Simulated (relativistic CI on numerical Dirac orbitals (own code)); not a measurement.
# Slater and spin-orbit integrals, Dy²⁴⁺

Computed by Dirac-Coulomb-Breit CI, separate exchange-only KLI orbitals for each configuration, model QED, unscaled Slater integrals (own radial code, finite nucleus).

Slater integrals F^k, G^k are unscaled and averaged over j, outside the closed core [Ar] 3d10; ζ comes from projecting the Hamiltonian with its Breit term on Σ l·s of the shell.

- 4s2 4p6 4d6: F^2(4d,4d) = 191120, F^4(4d,4d) = 129790, ζ(4d) = 28536 cm⁻¹; <r>(4d) = 0.5282, <r^2>(4d) = 0.3189 (bohr units).
- 4s2 4p5 4d7: ζ(4p) = 239580, F^2(4d,4d) = 191080, F^4(4d,4d) = 129760, F^2(4p,4d) = 194330, G^1(4p,4d) = 243610, G^3(4p,4d) = 155170, ζ(4d) = 28426 cm⁻¹; <r>(4p) = 0.5155, <r^2>(4p) = 0.3005, <r>(4d) = 0.5283, <r^2>(4d) = 0.319 (bohr units).
- 4s2 4p6 4d5 4f: F^2(4d,4d) = 191040, F^4(4d,4d) = 129730, ζ(4d) = 28531, F^2(4d,4f) = 189750, F^4(4d,4f) = 124090, G^1(4d,4f) = 205700, G^3(4d,4f) = 138780, G^5(4d,4f) = 101080, ζ(4f) = 4004.5 cm⁻¹; <r>(4d) = 0.5285, <r^2>(4d) = 0.3192, <r>(4f) = 0.5168, <r^2>(4f) = 0.3053 (bohr units).

Q: Give the Racah parameters of the d shell in 4s2 4p6 4d6.

A: B = F²/49 − 5F⁴/441 = 2429 cm⁻¹ and C = 35F⁴/441 = 10301 cm⁻¹.

Averages of the first 10 configurations, taken without configuration mixing, which lowers the lowest level and can move excited configurations by several eV; other configurations of the list can lie among them:

```csv
Configuration,Parity,States,Average energy above the lowest level (eV)
4s2 4p6 4d6,even,210,19.0
4s2 4p5 4d7,odd,720,177.8
4s2 4p6 4d5 4f,odd,3528,182.0
4s2 4p4 4d8,even,675,339.1
4s 4p6 4d7,even,240,294.2
4p6 4d8,even,45,573.0
4s 4p6 4d6 4f,odd,5880,455.4
4s2 4p6 4d5 5s,even,504,280.6
4s2 4p6 4d5 5p,odd,1512,325.9
4s2 4p6 4d5 5d,even,2520,389.6
```
